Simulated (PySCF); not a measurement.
**State search for In2**

Unrestricted PBE0; In cc-pVTZ-PP with ECP28; scalar-relativistic core potentials (PySCF 2.14). Outer shells of the fragments: In 4d10 5s2 5p1; In 4d10 5s2 5p1.

Followed along the bond (rough minima from three points):

```json
{"2Ms+1": "3", "unpaired": "σ ↑, π ↑", "⟨S²⟩ at the start": "2.01", "R at minimum (Å)": "3.05", "Te (eV)": "0.00"}
{"2Ms+1": "1", "unpaired": "σ ↓, π ↑", "⟨S²⟩ at the start": "1.01", "R at minimum (Å)": "3.05", "Te (eV)": "0.16"}
{"2Ms+1": "3", "unpaired": "π ↑↑", "⟨S²⟩ at the start": "2.00", "R at minimum (Å)": "2.80", "Te (eV)": "0.19"}
{"2Ms+1": "1", "unpaired": "π ↑↓", "⟨S²⟩ at the start": "1.01", "R at minimum (Å)": "2.81", "Te (eV)": "0.35"}
{"2Ms+1": "1", "unpaired": "none", "⟨S²⟩ at the start": "0.00", "R at minimum (Å)": "2.84", "Te (eV)": "0.81"}
```

Solutions found at the starting distance of 2.780 Å, counted from the lowest of them; the search is not exhaustive and high or unbound solutions are not listed, so other states can lie among these:

```json
{"2Ms+1": "3", "unpaired": "σ ↑, π ↑", "term": "³Π", "E (eV)": "0.00", "⟨S²⟩": "2.01", "⟨Lz²⟩": "1.00"}
{"2Ms+1": "3", "unpaired": "π ↑↑", "term": "³Σ⁻", "E (eV)": "0.07", "⟨S²⟩": "2.00", "⟨Lz²⟩": "0.00"}
{"2Ms+1": "1", "unpaired": "σ ↓, π ↑", "term": "mixed", "E (eV)": "0.16", "⟨S²⟩": "1.01", "⟨Lz²⟩": "1.00"}
{"2Ms+1": "1", "unpaired": "π ↑↓", "term": "mixed", "E (eV)": "0.23", "⟨S²⟩": "1.01", "⟨Lz²⟩": "2.01"}
{"2Ms+1": "1", "unpaired": "none", "term": "mixed", "E (eV)": "0.69", "⟨S²⟩": "0.00", "⟨Lz²⟩": "2.00"}
{"2Ms+1": "1", "unpaired": "none", "term": "¹Σ⁺", "E (eV)": "0.78", "⟨S²⟩": "0.00", "⟨Lz²⟩": "0.00"}
```

A term symbol is given only where ⟨S²⟩ and ⟨Lz²⟩ are close to those of a pure state; real π, δ and φ orbitals otherwise mix terms, and g/u labels are left off.

Spin–orbit coupling is left out.
